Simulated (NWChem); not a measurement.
System: Si₃NH₈, doublet; SMILES [SiH2]N([SiH3])[SiH3]

Input file for NWChem:

```
start job
memory heap 200 mb stack 900 mb global 1100 mb
geometry units angstroms noautosym nocenter noautoz
  Si    -1.680481     0.673156    -0.119856
  N     -0.051827    -0.025642    -0.054362
  Si     0.135985    -1.789689    -0.041542
  Si     1.351175     1.055578     0.046425
  H     -2.636463    -0.275500     0.572436
  H     -1.654349     2.001569     0.606603
  H      1.420104    -2.154370    -0.732274
  H     -1.030885    -2.397534    -0.769243
  H      0.168807    -2.340713     1.359668
  H      1.708634     1.379836     1.472943
  H      1.022151     2.336549    -0.668869
  H      2.530096     0.389812    -0.606460
end
basis spherical
  Si library def2-tzvp
  N library def2-tzvp
  H library def2-tzvp
end
dft
  odft
  mult 2
  xc b3lyp
  iterations 150
  semidirect filesize 400000000
end
cosmo
  do_cosmo_smd true
  solvent water
end
task dft energy
```

Output (shortened):

```
             Northwest Computational Chemistry Package (NWChem) 7.3.0
             --------------------------------------------------------

                             Geometry "geometry" -> ""
                             -------------------------

 Output coordinates in angstroms (scale by  1.889725989 to convert to a.u.)

  No.       Tag          Charge          X              Y              Z
 ---- ---------------- ---------- -------------- -------------- --------------
    1 Si                  14.0000    -1.68048100     0.67315600    -0.11985600
    2 N                    7.0000    -0.05182700    -0.02564200    -0.05436200
    3 Si                  14.0000     0.13598500    -1.78968900    -0.04154200
    4 Si                  14.0000     1.35117500     1.05557800     0.04642500
    5 H                    1.0000    -2.63646300    -0.27550000     0.57243600
    6 H                    1.0000    -1.65434900     2.00156900     0.60660300
    7 H                    1.0000     1.42010400    -2.15437000    -0.73227400
    8 H                    1.0000    -1.03088500    -2.39753400    -0.76924300
    9 H                    1.0000     0.16880700    -2.34071300     1.35966800
   10 H                    1.0000     1.70863400     1.37983600     1.47294300
   11 H                    1.0000     1.02215100     2.33654900    -0.66886900
   12 H                    1.0000     2.53009600     0.38981200    -0.60646000

 Effective nuclear repulsion energy (a.u.)     275.4464639884

                                 NWChem DFT Module
                                 -----------------

 Summary of "ao basis" -> "ao basis" (spherical)
 ------------------------------------------------------------------------------
       Tag                 Description            Shells   Functions and Types
 ---------------- ------------------------------  ------  ---------------------
 Si                        def2-tzvp                13       37   5s5p2d1f
 N                         def2-tzvp                11       31   5s3p2d1f
 H                         def2-tzvp                 4        6   3s1p

 in cosmo_initialize ...
 calling solv_data for solv:h2o

 solvent parameters
 solvname_short: h2o
 solvname_long:  water
 dielec:       78.4000
 dielecinf:     1.7769
 aqueous SMD model solvent descriptors
 dielec:       78.4000
 sola:          0.8200

          ---------------
          -cosmo- solvent
          ---------------
 Cosmo: York-Karplus, doi: 10.1021/jp992097l
 dielectric constant -eps-     =  78.40
 screen = (eps-1)/(eps    )    =   0.98724
 surface charge correction     = lagrangian

   van der Waals surface
 --------------------------

[...]

                                COSMO-SMD solvation results
                                ---------------------------

             internal energy in gas <Psi(g)|H|Psi(g)> =      -928.164025437203
         internal energy in solvent <Psi(s)|H|Psi(s)> =      -928.163998836062
                               delta internal energy  =         0.000026601141 (    0.02 kcal/mol)
   total free energy in solvent <Psi(s)|H+V/2|Psi(s)> =      -928.164656923387
 polarization energy contribution <Psi(s)|V/2|Psi(s)> =        -0.000658087325 (   -0.41 kcal/mol)
    total free energy in solvent including G(SMD-CDS) =      -928.157840899745
                       G(SMD-CDS) energy contribution =         0.006816023643 (    4.28 kcal/mol)
     1 M fixed-concentration free energy of solvation =         0.006184537459 (    3.88 kcal/mol)

                    DFT Final Alpha Molecular Orbital Analysis
                    ------------------------------------------

 Vector   27  Occ=1.000000D+00  E=-3.386559D-01
              MO Center=  4.6D-01, -2.5D-01, -2.5D-01, r^2= 6.7D+00
   Bfn.  Coefficient  Atom+Function         Bfn.  Coefficient  Atom+Function
  ----- ------------  ---------------      ----- ------------  ---------------
    83      0.178025   3 Si px              156      0.166669   7 H  s
   186     -0.167445  12 H  s               121      0.150023   4 Si py
   162     -0.131049   8 H  s               180      0.127861  11 H  s
    16     -0.121250   1 Si py              144      0.110838   5 H  s
   150     -0.110337   6 H  s               157      0.108770   7 H  s

 Vector   28  Occ=1.000000D+00  E=-2.993164D-01
              MO Center=  9.6D-02, -8.7D-02,  8.9D-02, r^2= 4.2D+00
   Bfn.  Coefficient  Atom+Function         Bfn.  Coefficient  Atom+Function
  ----- ------------  ---------------      ----- ------------  ---------------
    45      0.282631   2 N  pz               48      0.253997   2 N  pz
    17      0.185307   1 Si pz               51      0.173402   2 N  pz
   168     -0.123996   9 H  s               174     -0.124119  10 H  s
   169     -0.115519   9 H  s               175     -0.115636  10 H  s
     4     -0.102315   1 Si s                20      0.102594   1 Si pz

 Vector   29  Occ=1.000000D+00  E=-2.077039D-01
              MO Center= -1.5D+00,  6.2D-01, -4.0D-01, r^2= 3.1D+00
   Bfn.  Coefficient  Atom+Function         Bfn.  Coefficient  Atom+Function
  ----- ------------  ---------------      ----- ------------  ---------------
     5      0.396318   1 Si s                17     -0.379484   1 Si pz
    20     -0.288091   1 Si pz                4      0.250957   1 Si s
    45      0.192450   2 N  pz               48      0.168468   2 N  pz
    51      0.159855   2 N  pz              145     -0.146696   5 H  s
   151     -0.144775   6 H  s                 3     -0.141733   1 Si s

 Vector   30  Occ=0.000000D+00  E=-2.366169D-02
              MO Center= -9.5D-02, -6.5D-03, -1.0D-03, r^2= 7.8D+00
   Bfn.  Coefficient  Atom+Function         Bfn.  Coefficient  Atom+Function
  ----- ------------  ---------------      ----- ------------  ---------------
    42      1.141979   2 N  s                87     -0.539069   3 Si py
    18     -0.497399   1 Si px              123      0.429380   4 Si px
   124      0.337219   4 Si py               15     -0.220623   1 Si px
    19      0.217173   1 Si py               84     -0.212268   3 Si py
    40      0.178772   2 N  s               120      0.168151   4 Si px

 Vector   31  Occ=0.000000D+00  E= 1.944706D-02
              MO Center=  8.9D-01, -4.4D-01,  1.5D-01, r^2= 6.8D+00
   Bfn.  Coefficient  Atom+Function         Bfn.  Coefficient  Atom+Function
  ----- ------------  ---------------      ----- ------------  ---------------
    86      0.936757   3 Si px              163      0.897451   8 H  s
   181      0.899669  11 H  s               123      0.814571   4 Si px
   110     -0.647863   4 Si s                73     -0.595861   3 Si s
    42      0.536799   2 N  s               125      0.457838   4 Si pz
   124     -0.453216   4 Si py              157     -0.439947   7 H  s

 Vector   32  Occ=0.000000D+00  E= 2.745529D-02
              MO Center= -9.4D-01,  3.4D-01, -3.2D-01, r^2= 7.2D+00
   Bfn.  Coefficient  Atom+Function         Bfn.  Coefficient  Atom+Function
  ----- ------------  ---------------      ----- ------------  ---------------
    19      1.330853   1 Si py              110     -1.000913   4 Si s
    73      0.971961   3 Si s               145      0.952238   5 H  s
   151     -0.911170   6 H  s               169     -0.627031   9 H  s
   175      0.602164  10 H  s                18      0.568438   1 Si px
    86     -0.502592   3 Si px               88      0.434226   3 Si pz

                     DFT Final Beta Molecular Orbital Analysis
                     -----------------------------------------

 Vector   26  Occ=1.000000D+00  E=-3.445038D-01
              MO Center= -1.6D-01,  7.3D-02,  1.7D-02, r^2= 6.1D+00
   Bfn.  Coefficient  Atom+Function         Bfn.  Coefficient  Atom+Function
  ----- ------------  ---------------      ----- ------------  ---------------
   121     -0.165171   4 Si py               44      0.163588   2 N  py
    47      0.141676   2 N  py               16     -0.133067   1 Si py
   150     -0.126283   6 H  s               144      0.122275   5 H  s
    84     -0.120917   3 Si py               83     -0.111632   3 Si px
   180     -0.111885  11 H  s               162      0.110120   8 H  s

[...]
```

Level: B3LYP/def2-TZVP, spin-unrestricted, SMD on the gas-phase geometry. Geometry: optimised at PBE-D3(BJ)/def2-SVP, spin-unrestricted. No frequency run checked for a minimum. No stability test was run on the SCF state. B3LYP is NWChem's, with the RPA form of VWN correlation. Solvent: water.
